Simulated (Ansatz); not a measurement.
Forces on a displaced structure

CH5BGe, singlet, displaced at random from a GFN2-xTB minimum.

B1  (-0.963, 0.400, -0.316)
C2  (0.068, 1.166, 0.315)
Ge3  (0.227, -1.272, -0.728)
H4  (-2.066, 0.342, -0.373)
H5  (-0.089, 1.749, 1.247)
H6  (1.121, 1.184, 0.038)
H7  (-0.060, -2.439, 0.214)
H8  (1.698, -1.157, -0.456)
(Å)

Program: Ansatz 0.2.0. Basis: def2-TZVPP. Cores are frozen in the correlated methods. Filled d shells of the heavier atoms are correlated. The def2 sets are not built for correlating such inner shells, so the correlated values are less sure here.

CCSD(T) forces from the calculation:
```
atom      Fx      Fy  Fz (eV/Å)
  B1   1.857  -0.753     -0.874
  C2   1.007   0.619      0.929
 Ge3  -0.855   0.999      0.987
  H4  -2.366  -0.080     -0.062
  H5  -0.124  -0.537     -0.456
  H6  -0.076   0.037     -0.203
  H7  -0.337  -0.520     -0.044
  H8   0.893   0.234     -0.279
```

Root-mean-square difference of the force components from those of CCSD(T): PBE0-D4 0.201; wB97M-V 0.247; r2SCAN-D4 0.185; PBE-D4 0.228; BLYP-D4 0.229; r2SCANh-D4 0.191 eV/Å.

T1 diagnostic: at most 0.015. The restricted Hartree–Fock reference is unstable towards an unrestricted one here. These are differences at one structure, and CCSD(T) in triple zeta is itself an approximation.

For scale, one of the runs: CCSD(T)/def2-TZVPP forces, 180 basis functions (an equivalent command: `ansatz run in.yaml --threads 4`). The run took 2.1 min on 4 CPU threads (shared host), with 3.2 GiB of host memory at its peak.
